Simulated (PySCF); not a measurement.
# Electron correlation in C (carbon, neutral)

[He] 2s2 2p2, high-spin 3P determinant. All numbers are calculated (PySCF 2.14, scalar relativity by spin-free X2C-1e, in jorge-DZP-DKH (4s2p1d, 15 functions)). Frozen: 1s2; 4 electrons correlated.

MP2 pair energies summed by pair of shells (mhartree):

```csv
pair,energy,share (%)
2s-2p,-30.32,58.3
2s-2s,-16.47,31.7
2p-2p,-5.21,10.0
```

Total MP2 correlation energy: -52.00 mhartree.

Same-spin part -9.07 and opposite-spin part -42.93 mhartree; SCS-MP2 scales them by 1/3 and 6/5 to -54.54 mhartree.

```
  level  correlation energy (mhartree)
   CCSD                         -72.78
    (T)                          -0.93
CCSD(T)                         -73.71
```

Diagnostics: T1 = 0.0075, D1 = 0.0150, largest double amplitude 0.117.

Cost of the coupled-cluster step: 0.07 s of wall time on 1 thread of Neoverse-V2 (shared host), for 4 correlated electrons.

Iterations:

```
CC2 = 0
CCSD nocc = (np.int64(3), np.int64(1)), nmo = (14, 14)
frozen orbitals [[0], [0]]
max_cycle = 100
direct = 0
conv_tol = 1e-08
conv_tol_normt = 1e-06
diis_space = 8
diis_start_cycle = 0
Init t2, MP2 energy = -0.0520004084722798
Init E_corr(UCCSD) = -0.0520004084724951
cycle = 1  E_corr(UCCSD) = -0.0657364219169431  dE = -0.0137360134  norm(t1,t2) = 0.0460928
cycle = 2  E_corr(UCCSD) = -0.0699009470034588  dE = -0.00416452509  norm(t1,t2) = 0.0198132
cycle = 3  E_corr(UCCSD) = -0.0728390986125667  dE = -0.00293815161  norm(t1,t2) = 0.00992668
cycle = 4  E_corr(UCCSD) = -0.0727733888538513  dE = 6.57097587e-05  norm(t1,t2) = 0.00136977
cycle = 5  E_corr(UCCSD) = -0.0727873757261566  dE = -1.39868723e-05  norm(t1,t2) = 0.000214149
cycle = 6  E_corr(UCCSD) = -0.0727811000470753  dE = 6.27567908e-06  norm(t1,t2) = 3.57776e-05
cycle = 7  E_corr(UCCSD) = -0.0727838929686787  dE = -2.7929216e-06  norm(t1,t2) = 7.87681e-06
cycle = 8  E_corr(UCCSD) = -0.0727833116891493  dE = 5.81279529e-07  norm(t1,t2) = 2.23157e-06
cycle = 9  E_corr(UCCSD) = -0.0727832686562073  dE = 4.3032942e-08  norm(t1,t2) = 3.79362e-07
cycle = 10  E_corr(UCCSD) = -0.0727832811940896  dE = -1.25378824e-08  norm(t1,t2) = 6.39804e-08
cycle = 11  E_corr(UCCSD) = -0.0727832803654373  dE = 8.28652313e-10  norm(t1,t2) = 2.68248e-08
UCCSD converged
E(UCCSD) = -37.77658217721845  E_corr = -0.07278328036543733
UCCSD(T) correction = -0.000925043493196029
```
